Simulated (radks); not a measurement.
Spherical quantum dot in the effective-mass picture: electrons in a parabolic well V = omega^2 r^2 / 2 with omega = 1.62, with a point charge +1 (a donor) at the centre, all in effective atomic units (hartree* = m*/eps^2 hartree, bohr* = eps/m* bohr), one dielectric constant everywhere. Calculated with a radial shooting solver with Libxc functionals: non-relativistic Kohn-Sham, PBE, spin-polarised, spherical densities. Levels are named by radial order and angular momentum (1s, 1p, 1d, 2s, ...), and open shells are averaged over m. Results are scaled to m* = 0.068 and eps = 17, for which hartree* = 6.403 meV and bohr* = 13.23 nm.

N = 4, configuration 1s2 1p(up 2, down 0). This is the lowest configuration that the search found. Occupied and some empty levels:

level    occupation  eigenvalue (meV)  <r> (nm)
1s up             1            24.777     11.17
1s down           1            25.645     10.94
1p up             2            35.845     16.03
1p down           0            37.064     16.07
2s up             0            44.052     17.41
2s down           0            44.752     17.60
1d up             0            45.709     19.26
1d down           0            46.855     19.43
1f up             0            55.557     21.96
1f down           0            56.539     22.12

Energy (meV): total 81.5139, kinetic 42.302, external 8.9344, Hartree 44.957, exchange-correlation -14.679.

Electron density:

r (nm)  n(r) (e/nm^3)
1.33        0.0006142
3.54        0.0004468
5.76        0.0003329
7.97        0.0002519
10.2        0.0001894
12.4        0.0001379
14.6       0.00009511
16.8       0.00006072
19.1       0.00003563
21.3       0.00001899
23.5        9.265e-06
25.7        4.099e-06
27.9        1.658e-06
